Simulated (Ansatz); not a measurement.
Gas-phase electronic energies from Ansatz, PBE0-D4/def2-TZVP geometries. CCSD(T)/CBS is the MP2 limit (def2-TZVPP, def2-QZVPP) plus CCSD(T) − MP2 in def2-TZVPP, frozen cores. This one scheme is used for every species. Each species was taken in one conformer, which may not be the lowest.

`FBC[SiH3]` + dimethylamine → `CN(C)BF` + `C[SiH3]`  (ligand exchange at a B–C bond)

| species | MP2/CBS(def2) energy (Eh) |
| --- | --- |
| `FBC[SiH3]` | -455.31987 |
| `CNC` | -134.94595 |
| `CN(C)BF` | -259.62632 |
| `C[SiH3]` | -330.68857 |

(1) Work out ΔE.

Largest T1 diagnostic among the species: 0.012.

## Answers

(1) ΔE = (-259.62632) + (-330.68857) − (-455.31987) − (-134.94595) = -0.04907 Eh = -128.8 kJ/mol. CCSD(T)/CBS gives -127.4 kJ/mol.

Leaving LDA and LC-ωPBE aside and taking each functional with its dispersion term where it has one, the values, not all of them listed here, spread over 8.8 kJ/mol, from CAM-B3LYP-D4 to revPBE-D4. LDA lies −12.1 kJ/mol from PBE without D4. In def2-TZVPP, CCSD(T) changes the Hartree–Fock value by −3.4 kJ/mol (the triples alone add −0.8 kJ/mol) and MP2 by −4.8 kJ/mol. At CCSD(T), def2-SVP lies −10.8 kJ/mol from the extrapolated value and def2-TZVPP −1.0 kJ/mol.
